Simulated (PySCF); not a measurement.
Geometry:
```csv
atom,x (Å),y (Å),z (Å)
C1,-0.014,-1.640,1.064
C2,-0.148,-0.394,0.251
C3,0.991,0.326,-0.123
Si4,2.750,-0.236,0.308
C5,0.840,1.488,-0.872
C6,-0.406,1.952,-1.254
C7,-1.533,1.247,-0.892
C8,-1.419,0.072,-0.145
C9,-2.610,-0.703,0.193
O10,-2.697,-1.855,0.475
Cl11,-4.120,0.257,0.181
H12,-0.763,-1.681,1.852
H13,0.973,-1.709,1.513
H14,-0.171,-2.513,0.431
H15,2.973,-1.589,-0.204
H16,2.953,-0.192,1.759
H17,3.678,0.693,-0.338
H18,1.720,2.042,-1.166
H19,-0.497,2.856,-1.837
H20,-2.507,1.591,-1.198
```

- GFN2-xTB structure
- NMR shieldings at PBE0/pcSseg-1/GIAO
- code: PySCF 2.14.0 with density-fitted response routines
- rapidly exchanging positions averaged, single conformer, non-relativistic, no solvent

References, each an isolated molecule treated in the same way: TMS for 13C (σ = 186.93 ppm) and 1H (σ = 31.72 ppm) and 29Si (σ = 349.16 ppm); H2O for 17O (σ = 336.08 ppm); 35Cl (σ = 949.78 ppm) against HCl.

```
      atoms  nucleus  count  δ (ppm)
         C1      13C      1     27.6
H15/H16/H17       1H      3     4.63
         C3      13C      1        ?
        H20       1H      1     8.81
        H18       1H      1     8.09
         C6      13C      1    130.7
         C8      13C      1    135.0
        H19       1H      1        ?
         C9      13C      1    177.9
         C5      13C      1        ?
H12/H13/H14       1H      3     2.85
        Si4     29Si      1        ?
        O10      17O      1    593.0
         C2      13C      1        ?
         C7      13C      1    145.0
       Cl11     35Cl      1      453
```

Task: Complete the table.

Result: 
- C2: 156.6 ppm, substituted aromatic carbon
- C5: 149.5 ppm, aromatic CH
- C3: 137.2 ppm, substituted aromatic carbon
- H19: 7.61 ppm, hydrogen on an aromatic CH; aromatic region
- Si4: -69.0 ppm, silicon bonded to C, 3 H

Carbons that carry Cl, above all several Cl atoms, come out too deshielded, partly because spin–orbit coupling is missing. Shifts are as computed. Against solution values, carbons near 30 ppm lie about +3 ppm off and those near 130 ppm about +5 ppm; carbons on Cl a further +6 ppm. Of 1211 compounds with measured shifts, 218 miss one by over three times the rms of a fit or turn the order of signals round; such compounds aren't used in these exercises. Unscaled 17O shifts of doubly bonded oxygen tend to come out too high, by tens of ppm or more. Experimental scales use liquid or dissolved standards, which lie at an offset from isolated H2O (liquid H2O: subtract about 36 ppm).
